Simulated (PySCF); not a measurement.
# Relaxation of singlet ZrO(OH)2

These are results of PBE0 in PySCF with Zr def2-TZVP with ECP28, O def2-TZVP, H def2-TZVP; scalar-relativistic core potentials, no spin–orbit coupling; density-fitted integrals, not measurements. A (50,194) grid was used.

A start displaced from a saddle point along its imaginary mode, of Cs symmetry, held to at least that symmetry:

Coordinates in bohr (charge 0 multiplicity 1):
```
Zr    0.0397   -0.0061    0.1114
O     3.3089   -0.5119   -0.2120
O    -1.1747    3.5267   -0.1772
O    -2.1854   -3.0070   -0.1772
H    -0.5879    5.2344   -0.4724
H    -2.1420   -4.8122   -0.4724
```

Optimiser trace:
| step | E − E(last) (kJ/mol) | largest gradient (Eh/bohr) |
| --- | --- | --- |
| 0 | 3.87 | 0.01289 |
| 1 | 2.61 | 0.00340 |
| 2 | 2.07 | 0.00450 |
| 3 | 1.58 | 0.00170 |
| 4 | 1.21 | 0.00511 |
| 5 | 0.90 | 0.00577 |
| 6 | 0.57 | 0.00325 |
| 7 | 0.38 | 0.00457 |
| 8 | 0.14 | 0.00136 |
| 9 | 0.07 | 0.00191 |
| 10 | 0.04 | 0.00047 |
| 11 | 0.03 | 0.00051 |
| 12 | 0.01 | 0.00080 |
| 13 | 0.00 | 0.00030 |

It ends at Cs with O–H 0.956 Å (×2), Zr–O 1.749 Å, Zr–O 1.969 Å (×2); H–O–Zr 137.6° (×2), O–Zr–O 113.5° (×2), O–Zr–O 117.5° (after a last refinement on a finer grid). A frequency run shows a minimum. Other isomers or separated fragments may lie lower.

The relaxation took 41 s on 4 threads of a shared Arm Neoverse V1 host, with 145 basis functions and 15 gradients; the process peaked at 2 GiB.
